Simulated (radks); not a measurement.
Values are calculated unless marked as measured or tabulated.
These are the eigenvalues of the occupied orbitals of an atom or ion with whole-number occupations (eV). Level of theory: Dirac Kohn-Sham, PBEsol, spin-unpolarised, spherical densities, finite nucleus; Fermi nuclear charge, rms radius of each element as measured or else 0.836 A^(1/3) + 0.57 fm (a radial shooting solver on a logarithmic mesh with Libxc functionals).

1s1/2: -51787.72
2s1/2: -8592.072
2p1/2: -8167.323
2p3/2: -7421.209
3s1/2: -1915.759
3p1/2: -1730.805
3p3/2: -1576.808
3d3/2: -1257.617
3d5/2: -1224.004
4s1/2: -390.0086
4p1/2: -317.5476
4p3/2: -283.2199
4d3/2: -163.8125
4d5/2: -157.6159
5s1/2: -61.3070
5p1/2: -41.8004
5p3/2: -37.3702
4f5/2: -17.1375
4f7/2: -16.3516

Which element is it, and in what charge state? The configuration may be excited. Open shells, if any, fill j = l - 1/2 first.

Answer. Z = 65, terbium, charge +2: Tb2+ in [Xe] 4f9. The list shows which subshells hold electrons but not how many an open one holds; the 1s level, -1903.2 hartree, gives Z - s = 61.7 by -(Z - s)^2/2, which with screening and relativity narrows Z to a few neighbours, and the depths of the outer levels then fix element, charge and occupations together.
